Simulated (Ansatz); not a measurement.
C3H8AlCl2N (`CC(C)[NH][Al]([Cl])[Cl]`), relaxed with RKS PBE0-D4/def2-TZVP in Ansatz 0.2.0 from a PBE-D4/def2-SVP geometry. The force threshold is 0.005 eV/Å; the program also tests the step.

Charge 0, multiplicity 1.

Start:

```xyz
15

C    -0.271    1.531    0.782
C     0.192    0.384   -0.125
C     1.717    0.215   -0.095
N    -0.488   -0.870    0.218
Al   -1.556   -1.851   -0.798
Cl   -1.966   -1.222   -2.767
Cl   -2.403   -3.624   -0.044
H    -1.371    1.656    0.727
H    -0.006    1.324    1.842
H     0.205    2.492    0.499
H    -0.105    0.632   -1.169
H     2.035   -0.597   -0.778
H     2.235    1.149   -0.396
H     2.062   -0.046    0.928
H    -0.279   -1.172    1.176
```

(1) By how much does the energy fall, and how many steps does the optimiser take? (An estimate is asked.)

(2) Which bonds change most? (Estimate.)

(3) Give the relaxed structure. (An estimate is asked.)

## Answers

(1) Computed: 1.41 kcal/mol, in 7 steps.

(2) The calculation gave: Al5–Cl6 from 2.107 to 2.084 Å; N4–Al5 from 1.770 to 1.748 Å; Al5–Cl7 from 2.105 to 2.084 Å; C2–H11 from 1.113 to 1.096 Å.

(3) Ansatz gave: 
```xyz
15

C    -0.266    1.517    0.775
C     0.192    0.385   -0.133
C     1.704    0.217   -0.087
N    -0.484   -0.861    0.200
Al   -1.546   -1.833   -0.792
Cl   -1.987   -1.238   -2.740
Cl   -2.371   -3.588   -0.029
H    -1.347    1.652    0.711
H    -0.013    1.297    1.817
H     0.218    2.459    0.506
H    -0.091    0.637   -1.161
H     2.027   -0.574   -0.766
H     2.213    1.143   -0.367
H     2.029   -0.050    0.923
H    -0.278   -1.163    1.143
```
